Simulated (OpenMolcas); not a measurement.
## Lines of W I: computed and rescaled rates

| Property | Result |
| --- | --- |
| Program | OpenMolcas |
| Method | CASSCF |
| Basis | ANO-RCC-VTZP [8s7p5d3f2g1h] |
| Scalar Hamiltonian | DKH2, point nucleus |
| Active space | 4 electrons in 5 orbitals (5d) |
| State averaging | 2S+1 = 5 even, 5 roots; 2S+1 = 3 even, 45 roots; 2S+1 = 1 even, 50 roots (49 in the spin-orbit step) |
| Spin-orbit coupling | state interaction with AMFI integrals over the reference wave functions, term energies averaged over their components |

Rates come from the transition moments of the reference wave functions (E1 and E2 in the length form). At fixed line strength A goes as λ^-3 for E1 and M1 and as λ^-5 for E2, so a rate at the computed wavelength can be rescaled to the measured one. Measured vacuum wavelengths follow from level energies in NIST Handbook of Basic Atomic Spectroscopic Data. Branching counts decays inside the model space alone, at computed energies, and the table is only a selection of the M1 lines, drawn from those between levels with measured partners whose computed energy lies within a factor of 1.5 of the measured one.

```json
{"Upper": "5d4 6s2 3P1(1)", "Lower": "5d4 6s2 5D2", "Type": "M1", "λ computed (nm)": "675.6", "λ measured (nm)": "1002", "A computed (s-1)": "1.20e+01", "A rescaled (s-1)": "", "Branching %": "88.7"}
{"Upper": "5d4 6s2 3P2(1) [71 %]", "Lower": "5d4 6s2 5D3", "Type": "M1", "λ computed (nm)": "572.4", "λ measured (nm)": "693.3", "A computed (s-1)": "3.34e+00", "A rescaled (s-1)": "", "Branching %": "67.7"}
{"Upper": "5d4 6s2 3P2(1) [71 %]", "Lower": "5d4 6s2 3P1(1)", "Type": "M1", "λ computed (nm)": "2268", "λ measured (nm)": "1682", "A computed (s-1)": "1.13e+00", "A rescaled (s-1)": "2.77e+00", "Branching %": "22.9"}
{"Upper": "5d4 6s2 5D2", "Lower": "5d4 6s2 5D1", "Type": "M1", "λ computed (nm)": "5696", "λ measured (nm)": "6041", "A computed (s-1)": "2.87e-01", "A rescaled (s-1)": "2.41e-01", "Branching %": "100.0"}
{"Upper": "5d4 6s2 5D3", "Lower": "5d4 6s2 5D2", "Type": "M1", "λ computed (nm)": "5747", "λ measured (nm)": "6647", "A computed (s-1)": "2.33e-01", "A rescaled (s-1)": "1.51e-01", "Branching %": "100.0"}
{"Upper": "5d4 6s2 5D1", "Lower": "5d4 6s2 5D0", "Type": "M1", "λ computed (nm)": "6922", "λ measured (nm)": "5987", "A computed (s-1)": "1.46e-01", "A rescaled (s-1)": "2.26e-01", "Branching %": "100.0"}
{"Upper": "5d4 6s2 5D4", "Lower": "5d4 6s2 5D3", "Type": "M1", "λ computed (nm)": "6127", "λ measured (nm)": "7198", "A computed (s-1)": "1.12e-01", "A rescaled (s-1)": "6.91e-02", "Branching %": "100.0"}
```

Spin-changing lines and M1 lines between different terms are not rescaled, since their strength hangs on the term gaps too.

The largest correction is for 5d4 6s2 3P2(1) [71 %] → 5d4 6s2 3P1(1) (M1): 1.13e+00 × (2268 / 1682)^3 = 2.77e+00 s-1, a factor of 2.45.

No measured rate stands beside these. Rescaling mends the energy factor alone: line strengths can still be far off where a level mixes with configurations outside the active space, and weak or spin-changing lines hang on small mixing coefficients that depend on the term gaps too, so rescaling need not improve them.

Some high roots are left out of the spin-orbit mixing, which shifts the levels that they would mix with. Without dynamic correlation excited terms often stand tens of per cent too high (terms of higher spin than the ground term too low), and those without a measured partner can miss by more than the paired ones. Some levels mix across a computed gap that differs much from the measured one, so their mixing is not that of the real levels. With the s shell closed, the reference lacks s² → p², s² → d² and s → d mixing, so excited terms can stand far too high and out of order, with CASPT2 too. Computed and measured levels are paired by configuration, term and J; levels that our copy of the source lacks, or whose pairing is in doubt (as where it misses far off the trend of its configuration), stay unpaired. Levels of configurations outside the active space are missing.

A share in square brackets marks a mixed level and gives the weight of the term that names it. A number in round brackets counts repeated terms of one configuration in the order of the reference energies.
